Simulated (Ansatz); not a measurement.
Molecule: CuCl, net charge 1, doublet state. The spin state was set by rule; other spins were not relaxed. 
Structure (B3LYP-D3(BJ)/def2-TZVP (Ansatz, an electronic-structure program) minimum search):
```
Cu
Cl 1 2.1101
```
Charge +1, spin multiplicity 2.

Basis-set convergence of Hartree-Fock and CCSD correlation energies (hartree) with Ansatz. Cores are frozen in the correlated levels unless marked. Open shells are spin-unrestricted. No spin-orbit coupling. Frozen are the shells of the preceding noble gas and the d and f shells that filled before the atom's block. Non-relativistic.

| basis | functions | E(HF) | E(corr, CCSD) |
|---|---|---|---|
| def2-SVP | 49 | -2097.78527 | -0.38434 |
| def2-TZVPP | 106 | -2098.17014 | -0.59660 |
| def2-QZVPP | 170 | -2098.22427 | -0.63644 |

Extrapolating the two largest sets (X = 3 and 4) as X^-3: E(corr) = (64·(-0.63644) - 27·(-0.59660))/37 = -0.6655 Eh, an estimate of the basis-set limit. The largest set recovers 95.6 % of it, the smallest 57.8 %.
